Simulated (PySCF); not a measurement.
## Orbital picture of BPb

PBE at R = 2.259 Å; PySCF, scalar-relativistic core potentials, basis sets B def2-SVP, Pb def2-SVP with ECP60. State: ⁴Σ⁻ (quartet), unpaired electrons σ ↑, π ↑↑. Only the outer orbitals are listed, counted within each symmetry, core potentials removing the inner ones.

| spin | orbital | occ. | ε (eV) | on B (%) | main shells (%) |
| --- | --- | --- | --- | --- | --- |
| α | 5σ | 1 | -13.38 | 20 | 78 Pb s, 16 B s |
| α | 6σ | 1 | -8.88 | 68 | 67 B s, 17 Pb s, 14 Pb p |
| α | 3π | 1 | -4.96 | 43 | 56 Pb p, 43 B p |
| α | 3π | 1 | -4.96 | 43 | 56 Pb p, 43 B p |
| α | 7σ | 1 | -4.92 | 62 | 53 B p, 35 Pb p, 9 B s |
| α | 4π | 0 | -2.46 | 53 | 53 B p, 45 Pb p |
| α | 4π | 0 | -2.46 | 53 | 53 B p, 45 Pb p |
| α | 8σ | 0 | 0.50 | 18 | 83 Pb p, 26 B p |
| β | 5σ | 1 | -12.40 | 16 | 82 Pb s, 12 B s |
| β | 6σ | 1 | -7.32 | 62 | 62 B s, 23 Pb p, 14 Pb s |
| β | 3π | 0 | -3.68 | 31 | 68 Pb p, 31 B p |
| β | 3π | 0 | -3.68 | 31 | 68 Pb p, 31 B p |
| β | 7σ | 0 | -3.04 | 66 | 42 B p, 34 Pb p, 23 B s |

Question: Which are the highest filled and the lowest empty level, where do they sit, and how wide is the gap?

Answer: Highest filled α 7σ at -4.92 eV (in %: 53 B p, 35 Pb p, 9 B s); lowest empty β 3π at -3.68 eV (in %: 68 Pb p, 31 B p); the gap at PBE is 1.24 eV.

The bond order (Mayer) is 1.84. The ⟨S²⟩ is 3.751, the charge on B (Mulliken, basis-dependent) is -0.17 and the charge on B (Löwdin, basis-dependent) is -0.20. The dipole moment (positive dipole means B(−)Pb(+)) is 1.94 D. The polarisability along the bond is 100.8 bohr³ and the polarisability across the bond is 37.8 bohr³.

Spin–orbit coupling is left out, which matters for elements this heavy, above all for dissociation energies. The state is the lowest determinant that a PBE0 search found; another state may lie lower at other levels.
